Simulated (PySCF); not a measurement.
CH7F2NSi2, SMILES C([SiH2]F)(N)[SiH2]F.

The structure is a stationary point at r2SCAN-D4/def2-SVP. This is a generated structure with no PubChem entry under its InChIKey; it may be hypothetical. The values are those of a single conformer.

Level of theory: HF/def2-TZVP (PySCF).

```json
{
 "total_energy": "-873.40702 hartree",
 "highest_occupied_level": "-10.45 eV",
 "lowest_empty_level": "2.77 eV",
 "orbital_gap": "13.22 eV",
 "dipole_moment": "2.43 D",
 "quadrupole, principal values (traceless, Buckingham form, about the centre of nuclear charge)": "-14.03, 5.48, 8.55 D·Å",
 "mean_static_polarisability": "62.7 bohr³ (9.29 Å³)",
 "polarisability_principal_values": "54.9, 65.3, 67.9 bohr³"
}
```
